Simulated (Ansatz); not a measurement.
In₃O₈H₇, a hydroxylated oxide cluster, relaxed as a singlet with RKS PBE-D4/def2-SVP in Ansatz, starting from the GFN2-xTB geometry. Force threshold 0.03 eV/Å.

In the def2 sets In takes a core potential; there is no spin–orbit coupling.

Start:

Cartesian coordinates in Å:
```
In 0.3680 1.5679 -0.7031
In 0.8339 -0.3667 1.6958
In -0.6292 -1.2016 -1.0093
O -1.4694 -2.8297 -1.5208
O 1.9784 -0.8302 3.1465
O -0.7055 -1.6990 1.3273
O -0.3482 0.2362 -2.5153
O -1.5029 0.7340 -0.0526
O 1.1682 -0.3804 -0.3216
O 1.0736 3.1141 -1.5603
O 0.6722 1.7249 1.4948
H -1.3911 -3.4565 -0.8032
H 2.1021 -1.7766 3.1775
H -1.5518 -1.4241 1.6911
H -1.1227 0.4336 -3.0490
H -2.3331 1.1489 -0.3092
H 1.3560 2.8650 -2.4397
H 1.5015 2.1401 1.7511
```

Q: Estimate the energy that the relaxation releases and the steps that it takes.

A: 18.0 kcal/mol, in 11 steps; 40 s on 4 threads of Arm Neoverse V2 on a shared host. The force fell under the threshold at step 8, but the optimiser went on. No frequencies were taken in this run, so the end may be a saddle point.

Q: Does the start keep its bonding?

A: By distances, no bond broke or formed. The bond that changes most is In3–O7, from 2.10 to 2.23 Å (atoms count from 1).

Q: Predict the relaxed structure.

A: 
Cartesian coordinates in Å:
```
In 0.3793 1.4685 -0.7845
In 1.1367 -0.4765 1.6940
In -0.6389 -1.3228 -0.9160
O -1.6702 -2.8729 -1.6885
O 2.2953 -0.8768 3.2893
O -0.6524 -1.6558 1.3830
O -0.2271 0.1609 -2.5226
O -1.5331 0.5783 -0.0778
O 1.2707 -0.4907 -0.3905
O 0.8573 3.3134 -1.4586
O 0.7519 1.6290 1.4221
H -1.9122 -3.4567 -0.9420
H 2.0202 -1.7435 3.6494
H -1.4033 -1.0590 1.5972
H -1.0273 0.4455 -3.0065
H -2.2892 0.9141 -0.5984
H 1.1905 3.2044 -2.3718
H 1.4519 2.2406 1.7223
```
Bond lengths (bridged metal pairs left out): 14 × In–O 2.01 to 2.32 Å; 7 × H–O 0.98 Å.
